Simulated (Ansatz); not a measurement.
C4H10Mg, SMILES `C[CH2][Mg][CH2]C`, relaxed with RKS PBE-D4/def2-SVP in Ansatz from a rough embedded geometry. The force threshold is 0.03 eV/Å; the program also tests the step.

Charge 0, multiplicity 1.

Start:

```xyz
15

C     2.509    0.704   -0.769
C     2.193    0.267    0.581
Mg    0.062   -0.177    0.716
C    -1.983   -0.701    0.911
C    -2.697   -0.403   -0.456
H     1.912    1.628   -1.079
H     3.600    0.945   -0.917
H     2.262   -0.113   -1.549
H     2.492    1.091    1.306
H     2.803   -0.632    0.826
H    -2.475    0.027    1.664
H    -2.126   -1.711    1.184
H    -2.234   -1.015   -1.278
H    -3.763   -0.589   -0.411
H    -2.553    0.679   -0.729
```

How much energy does the relaxation release, and in how many steps? (Estimate.)

The calculation gave: 9.01 kcal/mol, in 5 steps.

Which bonds change most? (Estimate.)

The calculation gave: C1–C2 from 1.454 to 1.540 Å; C4–H12 from 1.057 to 1.115 Å; C2–Mg3 from 2.181 to 2.129 Å; C1–H8 from 1.156 to 1.112 Å.

Give the relaxed structure. (Best estimate.)

Computed: 
```xyz
15

C     2.648    0.734   -0.821
C     2.166    0.267    0.565
Mg    0.092   -0.186    0.725
C    -1.986   -0.631    0.854
C    -2.807   -0.412   -0.430
H     2.131    1.659   -1.157
H     3.739    0.959   -0.851
H     2.467   -0.028   -1.610
H     2.413    1.040    1.330
H     2.744   -0.633    0.881
H    -2.418   -0.027    1.685
H    -2.092   -1.688    1.193
H    -2.440   -1.034   -1.276
H    -3.886   -0.662   -0.307
H    -2.771    0.642   -0.781
```
